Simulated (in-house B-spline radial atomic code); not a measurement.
**Ni⁶⁺: [Ne] 3s2 3p5 3d4 6s1 (an excited or competing configuration)**

Computed with a radial B-spline atomic code at the basis-set limit: Dirac-Hartree-Fock, average of configuration, Fermi nucleus of rms radius 3.7757 fm.

Screening seen three ways: the hydrogenic charge with the same mean radius, Z_r = [3n² - l(l+1)]/(2<r>), the one with the same energy, Z_e = n√(-2ε), and Slater's rules. Values are occupation-weighted means over j.

| shell | electrons | ε (eV) | <r> (bohr) | Z_r | Z_e | Slater |
| --- | --- | --- | --- | --- | --- | --- |
| 1s | 2 | -8558.9 | 0.05406 | 27.75 | 25.08 | 27.70 |
| 2s | 2 | -1203.2 | 0.2431 | 24.68 | 18.81 | 23.85 |
| 2p | 6 | -1052.2 | 0.2148 | 23.28 | 17.59 | 23.85 |
| 3s | 2 | -269.23 | 0.7007 | 19.27 | 13.35 | 17.10 |
| 3p | 5 | -222.9 | 0.7171 | 17.43 | 12.14 | 17.10 |
| 3d | 4 | -153.41 | 0.7254 | 14.47 | 10.07 | 9.95 |
| 6s | 1 | -28.662 | 5.012 | 10.77 | 8.71 | 7.00 |

The least bound orbital is 6s1/2 at -28.66 eV, and it is also the most diffuse (<r> = 5.012 bohr).

Spin-orbit splittings of the orbital energies (j = l + 1/2 above j = l - 1/2 when positive): 2p 17.75 eV, 3p 2.683 eV, 3d 0.3599 eV.

For the 1s electron the small component carries 1.02 % of the norm, the zero-frequency Breit interaction raises the level by 10.59 eV, self-energy by 5.314 eV, and vacuum polarisation lowers it by 0.4728 eV.
